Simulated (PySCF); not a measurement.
**Dipole response of Pt²⁺ (platinum, charge +2)**

[Xe] 4f14 5d7 6s1, high-spin 5F determinant (an excited configuration). Calculation: PySCF 2.14, in aug-cc-pVTZ-PP with ECP60MDF (6s6p5d3f2g, 88 functions); scalar relativity through the core potential. Coupled (time-dependent) response in atomic units; α is the mean over directions.

```json
{"method": "B97-3", "mean α (bohr³)": "15.76", "C₆ (like pair)": "105.9", "S(−4)": "91.81"}
```

S(−4) is the Cauchy moment in α(ω) = α(0) + S(−4) ω² + …

Spin-orbit coupling is absent.

α(iu) at B97-3:

| u (hartree) | α(iu) (bohr³) |
| --- | --- |
| 0 | 15.76 |
| 0.0500 | 15.54 |
| 0.100 | 14.92 |
| 0.200 | 13.04 |
| 0.300 | 11.09 |
| 0.500 | 8.158 |
| 0.750 | 5.972 |
| 1.00 | 4.627 |
| 1.50 | 3.055 |
| 2.00 | 2.169 |
| 3.00 | 1.243 |
| 5.00 | 0.5483 |

A single London oscillator, α(iu) = α/(1 + u²/ω²), gives C₆ = (3/4) ω α². Matching the computed C₆ needs ω = 4 × 105.9 / (3 × 15.76²) = 0.568 hartree.

For an ion, C₆ is the dispersion term alone; charge-induced terms of lower order in 1/R come first.

Energies and moments cover only the electrons outside the core potential. Spin-orbit coupling, absent here, splits the open shell strongly.
